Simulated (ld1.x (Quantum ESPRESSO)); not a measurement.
**indium: one change to a TM potential, before and after**

```
Element                 : In
Generator               : ld1.x (Quantum ESPRESSO) 7.5
Type                    : norm-conserving Troullier–Martins (Kleinman–Bylander form)
Functional              : PBE
Relativity              : scalar-relativistic
Frozen core             : [Kr]
Valence charge          : 13
Reference configuration : 4d10 5s2 5p0.5 (charge +0.5)
Partial waves           : 5s (bound): rc 2.00 bohr; 4d (bound): rc 1.10 bohr; 5p (bound): rc 2.40 bohr
Local potential         : the p channel
Core correction         : a·sin(br)/r model core inside 0.55 bohr
```

All-electron outer shells of the reference configuration (PBE, scalar-relativistic, ld1.x):

| shell | level (eV) | outermost node (bohr) | outermost maximum (bohr) |
| --- | --- | --- | --- |
| 4p | -81.62 | 0.42 | 0.82 |
| 4d | -22.11 | 0.40 | 0.94 |
| 5s | -11.39 | 1.02 | 2.13 |
| 5p | -5.31 | 1.14 | 2.74 |

Change: reference 4d10 5s2 5p0.

Cutoffs: the cutoffs (Ry, on a coarse ladder) from which the occupation-weighted sum of valence levels, in a spherical-Bessel basis at the reference potential, stays within 10 and 1 mRy of its value at 400 Ry; they do not see the model core or the augmentation charge, which bear on the density cutoff. Errors are all-electron minus pseudo energies relative to the spin-unpolarised reference configuration.

Question: What does the change do?

Answer: The potential gets neither clearly harder nor softer (100 Ry and 120 Ry → 100 Ry and 120 Ry); the number of tests with a reliable result goes from 6 to 7; neither file shows a bound ghost.

```tsv
quantity	base	changed
cutoff, loose	100 Ry	100 Ry
cutoff, tight	120 Ry	120 Ry
bound ghosts	none	none
tests with a reliable result	6 of 7	7 of 7
s: phases at 2.59 bohr within 0.05 rad from the reference energy up to (Ry; the scan ends near 5)	1.4	1.1
p: phases at 2.59 bohr within 0.05 rad from the reference energy up to (Ry; the scan ends near 5)	3.2	3.0
d: phases at 2.59 bohr within 0.05 rad from the reference energy up to (Ry; the scan ends near 5)	-0.0	-0.3
```
